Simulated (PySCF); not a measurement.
# Polarisability and C₆ of Te⁺ (tellurium, charge +1)

[Kr] 4d10 5s2 5p3, high-spin 4S determinant. All numbers are calculated (PySCF 2.14, a scalar-relativistic core potential, in aug-cc-pV5Z-PP with ECP28MDF (8s8p6d4f3g2h, 139 functions)). Coupled (time-dependent) response in atomic units; α is the mean over directions.

```
method  mean α (bohr³)  C₆ (like pair)  S(−4)
  PBE0           22.20           186.2  104.8
  TPSS           22.37           189.4  105.8
```

S(−4) is the Cauchy moment in α(ω) = α(0) + S(−4) ω² + …

α(iu) at TPSS:

```csv
u (hartree),α(iu) (bohr³)
0,22.37
0.0500,22.11
0.100,21.37
0.200,18.90
0.300,15.95
0.500,10.93
0.750,7.082
1.00,4.951
1.50,2.896
2.00,1.964
3.00,1.120
5.00,0.5196
```

For an ion, C₆ is the dispersion term alone; charge-induced terms of lower order in 1/R come first.

Energies and moments cover only the electrons outside the core potential.
